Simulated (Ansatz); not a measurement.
The inner images of a band of AlClH$_{2}$O$_{2}$ (6 atoms, charge 0, multiplicity 1) are given out of order.

Level of theory: RKS BHLYP/6-31G* in Ansatz.

Initial state:

```xyz
6
Properties=species:S:1:pos:R:3
O -0.168 1.388 -0.849
Al -0.036 -0.072 -0.029
O 1.050 -0.195 1.248
Cl -1.211 -1.719 -0.593
H -0.764 1.524 -1.581
H 1.171 -0.991 1.758
```

Final state:

```xyz
6
Properties=species:S:1:pos:R:3
O -0.073 1.261 -0.683
Al -0.133 -0.296 -0.039
O 0.845 -0.730 1.258
Cl -1.425 -1.733 -0.830
H -0.615 1.541 -1.416
H 1.443 -0.107 1.663
```

Task: Put them in order from the first end to the last, with their energies above the first end.
A.
```xyz
6
Properties=species:S:1:pos:R:3
O -0.151 1.327 -0.690
Al -0.046 -0.247 -0.095
O 1.017 -0.712 1.115
Cl -1.280 -1.729 -0.903
H -0.756 1.560 -1.391
H 1.258 -0.264 1.918
```
B.
```xyz
6
Properties=species:S:1:pos:R:3
O -0.114 1.291 -0.698
Al -0.083 -0.275 -0.072
O 0.935 -0.736 1.180
Cl -1.358 -1.735 -0.851
H -0.707 1.545 -1.401
H 1.369 -0.153 1.796
```
C.
```xyz
6
Properties=species:S:1:pos:R:3
O -0.198 1.361 -0.720
Al -0.009 -0.194 -0.101
O 1.155 -0.522 1.056
Cl -1.215 -1.729 -0.866
H -0.816 1.553 -1.420
H 1.125 -0.533 2.005
```
D.
```xyz
6
Properties=species:S:1:pos:R:3
O -0.179 1.368 -0.801
Al -0.013 -0.142 -0.077
O 1.154 -0.316 1.112
Cl -1.242 -1.719 -0.712
H -0.802 1.536 -1.502
H 1.124 -0.791 1.934
```
E.
```xyz
6
Properties=species:S:1:pos:R:3
O -0.180 1.352 -0.691
Al -0.020 -0.220 -0.105
O 1.088 -0.634 1.078
Cl -1.214 -1.729 -0.930
H -0.786 1.569 -1.395
H 1.155 -0.402 1.997
```

Result: D (+0.050 eV), C (+0.100 eV), E (+0.084 eV), A (+0.042 eV), B (0.000 eV).

Run time: 7.2 min on 1 thread of Arm Neoverse V1, on a shared host, peak memory 0.14 GiB.
